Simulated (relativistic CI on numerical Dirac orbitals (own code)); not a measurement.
W⁺: resonant inelastic scattering at the L2,3 edge

Computed with this model: Dirac-Coulomb-Breit CI, orbitals from a KLI potential per configuration, model QED (radiative potential, 1s self-energy scaled to tabulated hydrogen-like ionisation energies), valence Slater integrals scaled by 0.8, Kramers-Heisenberg scattering through one core-hole configuration in a parametric crystal field; configurations [Xe] 4f14 5d5 → [He] 2s2 2p5 3s2 3p6 3d10 4s2 4p6 4d10 4f14 5s2 5p6 5d6; 300 K; core-hole width 3 eV; summed over polarisations. Incident energies are the highest absorption maxima for each field (at most a few, so the weaker spin-orbit partner edge can be absent), on the computed scale of the free ion. Intensities are in per cent of the strongest line above 0.02 eV; levels within 1 cm⁻¹ are merged; final levels count from the ground level, the first row holds all elastic scattering, lines under 0.4 are left out and each table stops after 24 rows. The scale of the Slater integrals is a model choice and moves the terms in proportion. The configuration is assumed, with all valence electrons in the open shell; the free ion's ground configuration is another.

Field parameters in Wybourne normalisation: D4h B²₀ = −7Ds, B⁴₀ = 21(Dq − Dt), B⁴₄ = 21√(5/14) Dq. The field is a parameter set, without covalency.

S is read from ⟨S²⟩ = S(S + 1).

D4h, 10Dq = 11150, Ds = -1500, Dt = 710 cm⁻¹:

```
Final level (eV)  Degeneracy  Irrep     S  10202.5 eV  11541 eV
           0.000           2     Γ6  2.40     11662.5    1119.1
           0.002           2     Γ7  2.40       164.5      92.6
           0.018           2     Γ7  2.43        72.9      40.1
           0.631           2     Γ7  1.33        95.8      27.0
           0.786           2     Γ6  1.51        86.8      24.2
           0.849           2     Γ7  1.51        91.9      28.4
           0.898           2     Γ6  1.49        80.4      30.3
           1.058           2     Γ7  1.11        42.6      19.8
           1.203           2     Γ6  0.94        14.5      12.0
           1.321           2     Γ7  1.40       100.0      34.7
           1.353           2     Γ6  1.31        52.0      20.7
           1.440           2     Γ7  1.40        67.3      25.0
           1.451           2     Γ6  1.39        32.1       9.7
           1.459           2     Γ7  1.41        52.4      32.6
           1.539           2     Γ6  0.96        11.1       9.6
           1.556           2     Γ6  1.33         7.1       8.1
           1.600           2     Γ7  1.28        27.0      16.6
           1.630           2     Γ7  1.03        31.7      15.8
           1.685           2     Γ6  1.31        23.7      13.0
           1.754           2     Γ7  0.93        35.6      18.0
           1.823           2     Γ7  1.23        33.6      39.6
           1.878           2     Γ6  1.37        12.1      24.9
           1.894           2     Γ7  1.24        44.3      27.6
           1.925           2     Γ6  1.27        25.5      16.4
```

D4h, 10Dq = 11150, Ds = -860, Dt = 710 cm⁻¹:

```tsv
Final level (eV)	Degeneracy	Irrep	S	10202.5 eV	11541 eV
0.000	2	Γ6	2.40	9708.5	925.0
0.004	2	Γ7	2.40	139.0	76.8
0.024	2	Γ7	2.44	60.3	33.2
0.672	2	Γ7	1.38	91.9	26.6
0.809	2	Γ6	1.56	100.0	26.1
1.051	2	Γ7	1.32	42.1	15.3
1.131	2	Γ7	1.26	56.6	21.6
1.141	2	Γ6	1.32	43.4	20.7
1.287	2	Γ6	1.12	17.2	10.0
1.415	2	Γ7	1.34	52.7	27.1
1.416	2	Γ6	1.28	35.0	20.7
1.550	2	Γ7	1.35	47.6	27.0
1.557	2	Γ6	1.17	18.1	15.7
1.561	2	Γ6	1.26	9.6	7.7
1.569	2	Γ7	1.33	44.1	19.5
1.645	2	Γ6	1.37	13.7	8.1
1.664	2	Γ7	1.21	16.7	7.8
1.698	2	Γ7	1.23	29.0	11.6
1.775	2	Γ6	1.32	14.1	7.5
1.789	2	Γ7	1.05	29.0	15.9
1.837	2	Γ7	1.32	38.5	44.3
1.878	2	Γ6	1.42	27.5	50.4
1.895	2	Γ7	1.28	40.7	20.9
1.924	2	Γ7	1.37	25.2	18.0
```

For the first field the strongest loss at the lowest incident energy is the level at 1.32 eV (S = 1.40, against 2.41 in the thermal ground state). Levels of other spin, the first over 8 % at 0.63 eV, appear because spin-orbit coupling of the core hole, and in heavier ions of the valence shell too, mixes spins.
